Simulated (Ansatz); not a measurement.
Consider the hydrogenolysis of the Sn–C bond: `[CH3][SnH2][GaH2]` + H₂ → `[GaH2][SnH3]` + CH₄.

Calculated with Ansatz (gas phase, PBE0-D4/def2-TZVP geometries, no zero-point term in ΔE). CCSD(T)/CBS adds triple-zeta CCSD(T) − MP2 to the extrapolated MP2 energy (def2 sets, frozen cores). This one scheme is used for every species. Functionals use def2-TZVPP. def2 core potentials past Kr. For Ga, Sn outer-core shells are correlated without core-valence functions, which leaves a few kJ/mol of doubt a bond. Scalar relativity is left out up to krypton.

`[CH3][SnH2][GaH2]`:

Z-matrix (Å, degrees):
```
C
Sn 1 2.149
H 1 1.090 2 110.0
H 1 1.090 2 109.9 3 -120.1
H 1 1.090 2 110.0 3 119.9
Ga 2 2.622 1 113.9 3 -59.5
H 2 1.717 1 108.0 3 177.4
H 2 1.717 1 107.9 3 63.2
H 6 1.574 2 120.9 1 -177.4
H 6 1.576 2 121.1 1 2.7
```

H₂:

Z-matrix (Å, degrees):
```
H
H 1 0.746
```

`[GaH2][SnH3]`:

```xyz
7

Ga    0.811    0.265   -1.285
Sn   -0.584   -0.175    0.887
H     1.556   -0.923   -1.996
H     0.934    1.712   -1.889
H    -1.679    1.085    1.259
H    -1.493   -1.621    0.788
H     0.455   -0.343    2.237
```

CH₄:

```xyz
5

C     0.000    0.000    0.000
H     0.191    0.894    0.593
H    -0.995    0.061   -0.440
H     0.061   -0.880    0.640
H     0.744   -0.075   -0.793
```

CCSD(T)/CBS gives -0.41 eV.

Problem. Another level gave -0.52 eV. Which?
A. MP2/def2-TZVPP
B. ωB97X-V/def2-TZVPP
C. BLYP-D4/def2-TZVPP
D. B97M-V/def2-TZVPP

Solution. B. ωB97X-V -0.52, MP2/def2-TZVPP -0.39, B97M-V -0.63, BLYP-D4 -0.46 eV.

Largest T1 diagnostic among the species: 0.014.

From r2SCAN to r2SCAN0 (25 % exact exchange), in def2-TZVPP and without D4, ΔE moves by −0.03 eV. In def2-TZVPP, CCSD(T) changes the Hartree–Fock value by +0.26 eV (the triples alone add +0.05 eV) and MP2 by +0.34 eV. At CCSD(T), def2-SVP lies −0.22 eV from the extrapolated value and def2-TZVPP −0.05 eV.
